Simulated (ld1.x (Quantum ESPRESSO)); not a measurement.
**Logarithmic derivatives: iodine (I), TM**

- Element: I (Z = 53)
- Generator: ld1.x (Quantum ESPRESSO) 7.5
- Type: norm-conserving Troullier–Martins (Kleinman–Bylander form)
- Functional: PBE
- Relativity: scalar-relativistic
- Frozen core: [Kr]
- Valence charge: 17
- Reference configuration: 4d10 5s2 5p4.5 (charge +0.5)
- Partial waves: 5s (bound): rc 1.80 bohr; 4d (bound): rc 1.15 bohr; 5p (bound): rc 2.10 bohr
- Local potential: the p channel
- Core correction: a·sin(br)/r model core inside 0.80 bohr

The phase is arctan(r·u′/u) with u = r·R(r), unwrapped; energies in Ry, scanned from -6 to 5 Ry. A pole is an energy at which the radial function vanishes at the test radius. The pseudo phase is shifted by a multiple of π to meet the all-electron one at the reference energy, and phase errors are pseudo minus all-electron; the curves can meet again beyond the range given. Levels narrower than the energy grid can be missing from the lists of poles.

```json
{"channel": "s", "radius (bohr)": "2.31", "reference energy (Ry)": "-1.59", "poles, all-electron": "-0.00", "poles, pseudo": "-0.08, 4.85", "unbroken range about the reference energy with phases within 0.05 rad": "below 1.4", "phase error 1 Ry above the reference energy (rad)": "-0.005"}
{"channel": "p", "radius (bohr)": "2.31", "reference energy (Ry)": "-0.82", "poles, all-electron": "1.58", "poles, pseudo": "1.49", "unbroken range about the reference energy with phases within 0.05 rad": "below 3.7", "phase error 1 Ry above the reference energy (rad)": "-0.003"}
{"channel": "d", "radius (bohr)": "2.31", "reference energy (Ry)": "-4.03", "poles, all-electron": "-3.98, 4.31", "poles, pseudo": "-3.98", "unbroken range about the reference energy with phases within 0.05 rad": "below -0.8", "phase error 1 Ry above the reference energy (rad)": "+0.006"}
```

Phases in the s channel:

```tsv
E (Ry)	all-electron	pseudo
-6.00	1.348	1.347
-5.74	1.339	1.338
-5.48	1.330	1.328
-5.22	1.319	1.317
-4.96	1.306	1.304
-4.70	1.291	1.289
-4.44	1.273	1.271
-4.18	1.252	1.250
-3.92	1.225	1.222
-3.66	1.191	1.188
-3.40	1.146	1.142
-3.14	1.082	1.078
-2.88	0.988	0.982
-2.62	0.833	0.826
-2.36	0.554	0.546
-2.10	0.049	0.042
-1.84	-0.574	-0.576
-1.58	-0.992	-0.992
-1.32	-1.217	-1.218
-1.06	-1.347	-1.349
-0.80	-1.431	-1.435
-0.54	-1.490	-1.495
-0.28	-1.534	-1.541
-0.02	-1.569	-1.579
0.24	-1.598	-1.611
0.50	-1.624	-1.641
0.76	-1.647	-1.670
1.02	-1.669	-1.699
1.28	-1.690	-1.731
1.54	-1.712	-1.769
1.80	-1.734	-1.816
2.06	-1.758	-1.881
2.32	-1.784	-1.983
2.58	-1.813	-2.175
2.84	-1.848	-2.631
3.10	-1.890	-3.552
3.36	-1.942	-4.160
3.62	-2.010	-4.405
3.88	-2.103	-4.526
4.14	-2.237	-4.599
4.40	-2.440	-4.650
4.66	-2.749	-4.688
4.92	-3.168	-4.720
```
